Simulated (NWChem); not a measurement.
Species: C$_{2}$H$_{8}$OSi; SMILES [SiH](O)(C)C

```xyz
12

Si     0.1010    -0.0002     0.3415
C     -0.8440    -1.5442    -0.1898
C     -0.8401     1.5462    -0.1901
O      1.6753    -0.0022    -0.2377
H      0.2743    -0.0002     1.8178
H     -0.9903    -1.5853    -1.2767
H     -0.3145    -2.4553     0.1112
H     -1.8384    -1.5673     0.2742
H     -0.3082     2.4560     0.1106
H     -0.9863     1.5874    -1.2770
H     -1.8344     1.5719     0.2739
H      1.7794    -0.0027    -1.1992
```
Atoms are numbered in this order, from 1.

Computed with NWChem. Pople sets run with spherical d functions. Structure relaxed at the B3LYP/6-31G* (spherical d) level. B3LYP is NWChem's, with the RPA form of VWN correlation. GIAO values for the isolated, static molecule; σ is the absolute isotropic shielding, δ = σ(reference) − σ with the isolated reference molecule computed at the same levels (13C: tetramethylsilane, 1H: tetramethylsilane, 17O: water, 29Si: tetramethylsilane).

```
level                δ Si1 (ppm)  δ C2 (ppm)  δ O4 (ppm)  δ H5 (ppm)  δ H6 (rotor mean) (ppm)  δ H12 (ppm)
-------------------  -----------  ----------  ----------  ----------  -----------------------  -----------
B3LYP/6-311G**               6.5         1.8        40.5        5.03                     0.06         0.59
Hartree-Fock/6-31G*          [?]         1.5         [?]         [?]                     0.05          [?]
PBE0/pcSseg-1                7.2         1.8        35.1        4.91                     0.12         0.69
```

Complete the blanks.


- Hartree-Fock/6-31G*, δ Si1 (ppm): 3.9
- Hartree-Fock/6-31G*, δ O4 (ppm): 10.7
- Hartree-Fock/6-31G*, δ H5 (ppm): 4.96
- Hartree-Fock/6-31G*, δ H12 (ppm): 1.05
